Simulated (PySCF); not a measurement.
Compound: C4H6FN2 (charge +1).
SMILES: `Cc1c[nH+]c(F)[nH]1`

The closed-shell SCF was solved with PySCF and density fitting under several settings on one GFN2-xTB geometry (grid level 2 and gas phase unless stated).

| settings | basis functions | SCF cycles | E (Eh) | HOMO (eV) | LUMO (eV) |
| --- | --- | --- | --- | --- | --- |
| PBE0/pcSseg-1 | 149 | 14 | -364.7013 | -12.30 | -5.25 |
| PBE0/def2-SVPD | 191 | 14 | -364.4995 | -12.26 | -5.36 |
| WP04/3-21G, energy threshold 1e-08 Eh, fitting basis def2-universal-jkfit | 75 | 10 | -370.9784 | -13.60 | -7.66 |
| revPBE/MINI | 41 | 14 | -362.2026 | -13.49 | -8.57 |

Problem. Estimate the row for these settings: revPBE/def2-SVPD.

Solution. 
```tsv
settings	basis functions	SCF cycles	E (Eh)	HOMO (eV)	LUMO (eV)
revPBE/def2-SVPD	191	15	-364.7951	-11.10	-6.29
```

Problem. Over all rows, what range does the HOMO–LUMO gap span?

Solution. From 4.81 eV (revPBE/def2-SVPD) to 7.05 eV (PBE0/pcSseg-1). The functional of the narrowest has no exact exchange, that of the widest 25 % exact exchange.

Problem. Compare two rows with the functional revPBE: revPBE/MINI and revPBE/def2-SVPD. Which energy is lower, and by how much?

Solution. revPBE/def2-SVPD (191 functions) lies 2.5925 Eh or 1627 kcal/mol below revPBE/MINI (41 functions).

Whole jobs, the steps after the SCF included, on one thread, x86-64 server, no GPU, shared host:

```csv
settings,work after the SCF,wall time
PBE0/pcSseg-1,"shieldings, ring-centre shieldings, charges and field gradients, density and orbital grids written",29 s
PBE0/def2-SVPD,"6 singlets by full TDDFT, 2 Tamm–Dancoff triplets, polarisability, density and orbital grids written",41 s
"WP04/3-21G, energy threshold 1e-08 Eh, fitting basis def2-universal-jkfit","3 singlets by full TDDFT, 2 Tamm–Dancoff triplets, polarisability",8.7 s
revPBE/MINI,"6 singlets by full TDDFT, 2 Tamm–Dancoff triplets, polarisability",7.2 s
revPBE/def2-SVPD,"12 singlets by full TDDFT, polarisability",45 s
```

Cycle counts include a coarse-grid stage where the run had one. WP04 was designed for NMR shieldings or shifts; total energies of different functionals aren't comparable.
